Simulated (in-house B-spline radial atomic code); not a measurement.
# Ionising Br VIII (Br7+) with different functionals

Computed with an all-electron radial atomic-structure program (B-spline basis): non-relativistic Hamiltonian, point nucleus, spin-polarised at highest spin, spherical fractional occupations for the functionals, the average over the highest-spin determinants for Hartree-Fock. The ionisation energy is the difference of two self-consistent energies, [Ar] 3d10 → [Ar] 3d9, without Breit or QED terms; ε is the level of the shell that loses the electron (its least bound occupied spin orbital). There is no spin-orbit coupling in this Hamiltonian.

Hybrids are left out here: with spherical fractional occupations of an open shell their exact exchange keeps a self-interaction that integer-occupation calculations don't have.

| method | rung | ΔSCF (eV) | -ε(3d) (eV) |
| --- | --- | --- | --- |
| Hartree-Fock | Hartree-Fock | 192.19 | 196.13 |
| LDA VWN5 | LDA | ? | ? |
| LDA PW92 | LDA | 193.95 | 177.19 |
| LDA exchange-only | LDA | ? | ? |
| PBE | GGA | 193.64 | 176.89 |
| PBEsol | GGA | 193.58 | 176.83 |
| BLYP | GGA | 193.51 | 176.76 |
| RPBE | GGA | 193.55 | 176.80 |
| PW91 | GGA | 193.82 | 177.06 |
| BP86 | GGA | 193.71 | 176.95 |
| AM05 | GGA | 193.64 | 176.88 |
| OLYP | GGA | 194.51 | 177.75 |
| TPSS | meta-GGA | 193.56 | 176.84 |
| SCAN | meta-GGA | 194.57 | 177.98 |
| r2SCAN | meta-GGA | 194.60 | 178.01 |
| M06-L | meta-GGA | 194.63 | 178.02 |
| revTPSS | meta-GGA | 193.45 | 176.73 |

What does LDA exchange-only give?

ΔSCF 191.64 eV, and -ε(3d) = 174.95 eV.

What does LDA VWN5 give?

ΔSCF 193.96 eV, and -ε(3d) = 177.20 eV.

How do they compare with the NIST value?

NIST lists 192.61 eV ± 0.06 (measured, ground level to ground level). Errors run from -0.97 to +2.02 eV; Hartree-Fock is closest (-0.42 eV), but part of that can be cancellation, since the calculations leave out relativity, Breit-QED terms, multiplet and fine-structure energies. Hartree-Fock also lacks correlation.
